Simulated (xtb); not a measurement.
W(O)2(Me)2 (C₂H₆O₂W), SMILES [CH3][W]([CH3])(=[O])=[O], multiplicity 1. All values are semi-empirical tight-binding results from xtb (GFN2-xTB unless named), good for trends rather than for accurate numbers. Geometry: GFN2-xTB. The multiplicity is an assumed one; no other spin state was optimised. The structure was generated by enumeration; whether it is a known compound was not checked.

Optimised geometry:

Bonded distances (Å): W1–O2 1.685, W1–O3 1.685, W1–C4 2.214, W1–C8 2.213, C4–H5 1.113, C4–H6 1.105, C4–H7 1.105, C8–H9 1.105, C8–H10 1.110, C8–H11 1.108. Bond angles (°): O2–W1–O3 120.9, O2–W1–C4 107.8, O2–W1–C8 107.5, O3–W1–C4 107.8, O3–W1–C8 107.3, C4–W1–C8 104.4, W1–C4–H5 110.7, W1–C4–H6 114.8, W1–C4–H7 115.0, H5–C4–H6 105.4, H5–C4–H7 105.0, H6–C4–H7 104.9, W1–C8–H9 114.4, W1–C8–H10 112.5, W1–C8–H11 113.6, H9–C8–H10 104.8, H9–C8–H11 104.8, H10–C8–H11 105.9.

For metal compounds this method's bond lengths and energies can be far off.

```
Property                                      Result
-------------------------------------  -------------
orbital gap                                  3.19 eV
zero-point energy                      44.8 kcal/mol
G − E(el) at 298.15 K (modified RRHO)  23.2 kcal/mol
```

Computed atomic charges and the Wiberg bond orders between heavy atoms:
charges (e) W1 1.04, O2 -0.53, O3 -0.53, C4 -0.25, H5 0.08, H6 0.09, H7 0.09, C8 -0.25, H9 0.09, H10 0.08, H11 0.08. Bond orders W1–O2 2.10, W1–O3 2.10, W1–C4 1.02, W1–C8 1.01.
